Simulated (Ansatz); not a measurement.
`C[SiH](N)[SiH2]O` + HCl → `C[SiH](N)Cl` + `O[SiH3]`  (cleavage of the Si–Si bond)

Gas-phase electronic energies from Ansatz, PBE0-D4/def2-TZVP geometries. CCSD(T)/CBS adds triple-zeta CCSD(T) − MP2 to the extrapolated MP2 energy (def2 sets, frozen cores). This one scheme is used for every species. Functionals use def2-TZVPP. B3LYP here is the variant with VWN-RPA as its local correlation; programs differ in this. HSE06 is defined as in plane-wave codes. Each species was taken in one conformer, which may not be the lowest.

```json
{"level": "PBE-D4", "ΔE (kJ/mol)": "-111.8"}
{"level": "r2SCAN0-D4", "ΔE (kJ/mol)": "-132.9"}
{"level": "HSE06-D4", "ΔE (kJ/mol)": "-120.3"}
{"level": "BHLYP-D4", "ΔE (kJ/mol)": "-138.0"}
{"level": "B3LYP", "ΔE (kJ/mol)": "-135.3"}
{"level": "LC-ωPBE", "ΔE (kJ/mol)": "-128.5"}
{"level": "HF/def2-TZVPP", "ΔE (kJ/mol)": "-159.2"}
{"level": "HF/CBS(def2)", "ΔE (kJ/mol)": "-160.6"}
```

(1) What does CCSD(T)/CBS give? (Best estimate.)

Largest T1 diagnostic among the species: 0.011.

Results:

(1) The calculation gave: -132.0 kJ/mol. The listed levels differ from it by 20.2, -0.9, 11.7, -6.0, -3.3, 3.5, -27.2, -28.6 kJ/mol.

From BLYP to BHLYP (50 % exact exchange), in def2-TZVPP and without D4, ΔE moves by −14.3 kJ/mol. At CCSD(T), def2-SVP lies +9.3 kJ/mol from the extrapolated value and def2-TZVPP +3.2 kJ/mol.
